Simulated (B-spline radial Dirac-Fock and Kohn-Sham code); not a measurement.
## Co 3p3/2: cross section and angular parameters

System: neutral cobalt in the configuration [Ar] 3d7 4s2; threshold 71.39 eV (orbital energy of the model). The computed values come from a radial finite-basis atomic code: Dirac-Hartree-Slater photoionisation with a Latter tail; cross sections with all multipoles, angular parameters from the dipole term and its interference with E2.

For linearly polarised light dσ/dΩ = σ/(4π) [1 + β P₂(cos θ) + (δ + γ cos²θ) sin θ cos φ], with θ from the polarisation vector and φ the angle between the beam and the projection of the electron momentum on the plane normal to the polarisation.

```
hν (eV)  σ (kb)       β       γ      δ
   84.8     431   0.255  -0.113  0.044
    100     398  -0.543  -0.117  0.068
    112     465  -0.169   0.007  0.056
    115     482  -0.063   0.033  0.052
    130     554   0.384   0.121  0.035
    150     606   0.772   0.159  0.020
    209     569   1.273   0.101  0.002
    349     333   1.559  -0.016  0.000
    416     256   1.599  -0.023  0.001
    657     112   1.628   0.047  0.005
    759    83.3   1.620   0.091  0.006
    796    75.3   1.616   0.107  0.007
    822    70.2   1.613   0.119  0.007
    929    53.6   1.598   0.166  0.009
   1030       ?       ?       ?      ?
 1253.6    26.5   1.543   0.303  0.014
   1360    21.7   1.524   0.344  0.016
   2520    4.25   1.335   0.685  0.040
 2984.4    2.63   1.271   0.783  0.051
   3580    1.55   1.197   0.888  0.064
   4000    1.11   1.150   0.951  0.074
   6740   0.218   0.912   1.227  0.138
 8047.8   0.122   0.828   1.311  0.167
  12000  0.0318   0.640   1.472  0.249
  13000  0.0241   0.604   1.500  0.268
  14100  0.0182   0.567   1.528  0.289
  15000  0.0146   0.539   1.548  0.305
```

Q: Give the values at 1030 eV.

A: σ = 42.3 kb, β = 1.582, γ = 0.211, δ = 0.010.
